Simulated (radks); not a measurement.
Problem. The mean radii <r> (bohr) of the occupied orbitals of an atom or ion are listed with their occupations. All-electron calculation, Dirac Kohn-Sham, BP86, spin-unpolarised, spherical densities, finite nucleus; Fermi nuclear charge, rms radius of each element as measured or else 0.836 A^(1/3) + 0.57 fm. Program: a radial shooting solver on a logarithmic mesh with Libxc functionals.

| orbital | occ. | <r> |
|---|---|---|
| 1s1/2 | 2 | 0.01687 |
| 2s1/2 | 2 | 0.07046 |
| 2p1/2 | 2 | 0.05798 |
| 2p3/2 | 4 | 0.06653 |
| 3s1/2 | 2 | 0.1833 |
| 3p1/2 | 2 | 0.1736 |
| 3p3/2 | 4 | 0.1892 |
| 3d3/2 | 4 | 0.1648 |
| 3d5/2 | 6 | 0.1696 |
| 4s1/2 | 2 | 0.4069 |
| 4p1/2 | 2 | 0.4093 |
| 4p3/2 | 4 | 0.4434 |
| 4d3/2 | 4 | 0.4518 |
| 4d5/2 | 6 | 0.4630 |
| 5s1/2 | 2 | 0.9221 |
| 4f5/2 | 6 | 0.4944 |
| 4f7/2 | 8 | 0.5013 |
| 5p1/2 | 2 | 0.9917 |
| 5p3/2 | 4 | 1.082 |
| 5d3/2 | 4 | 1.362 |
| 5d5/2 | 3 | 1.400 |

Name the element and its charge. Open shells, if any, fill j = l - 1/2 first.

Solution. Z = 79, gold, charge +4: Au4+ in [Xe] 4f14 5d7. The 1s radius gives Z: for a bare nucleus <r> = (2 gamma + 1)/(2Z) with gamma = sqrt(1 - (Z/c)^2), 0.01667 bohr for Z = 79, and screening makes it slightly larger (0.01687 here). The occupations add up to 75, and the charge is Z minus that.
